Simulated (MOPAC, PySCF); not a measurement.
[W(=O)2(NH2)2], neutral singlet in the gas phase. 

Z-matrix (Å, degrees):
```
W
O 1 1.7358
O 1 1.7359 2 114.22
N 1 1.9624 2 107.63 3 119.46
H 4 1.0255 1 124.52 2 25.72
H 4 1.0255 5 110.92 1 175.78
N 1 1.9625 2 107.70 3 -119.46
H 7 1.0255 1 124.56 2 -25.87
H 7 1.0255 8 110.90 1 -175.85
```
Charge 0, multiplicity 1.

All levels are single points at this geometry (BP86-D3(BJ)/def2-SVP); Pople sets use spherical d functions. Orbital energies aren't observables, and empty levels follow the basis.

B3LYP/LANL2DZ in PySCF gives dipole (D) = 5.05.

Q: Estimate the dipole (D) from each of these levels: PBE-D3(BJ)/def2-TZVP in PySCF; TPSSh-D3(BJ)/def2-TZVP in PySCF; B3LYP/6-31G* (LANL2DZ on W) in PySCF; M06-2X/6-31G* (LANL2DZ on W) in PySCF; PBE/6-31G* (LANL2DZ on W) in PySCF; SVWN5/6-31G* (LANL2DZ on W) in PySCF; PM6 in MOPAC; PM7 in MOPAC.

A: 
```json
[
 {"level": "PBE-D3(BJ)/def2-TZVP in PySCF", "dipole (D)": "4.52"},
 {"level": "TPSSh-D3(BJ)/def2-TZVP in PySCF", "dipole (D)": "4.62"},
 {"level": "B3LYP/6-31G* (LANL2DZ on W) in PySCF", "dipole (D)": "4.65"},
 {"level": "M06-2X/6-31G* (LANL2DZ on W) in PySCF", "dipole (D)": "4.72"},
 {"level": "PBE/6-31G* (LANL2DZ on W) in PySCF", "dipole (D)": "4.51"},
 {"level": "SVWN5/6-31G* (LANL2DZ on W) in PySCF", "dipole (D)": "4.67"},
 {"level": "PM6 in MOPAC", "dipole (D)": "5.62"},
 {"level": "PM7 in MOPAC", "dipole (D)": "5.71"}
]
```
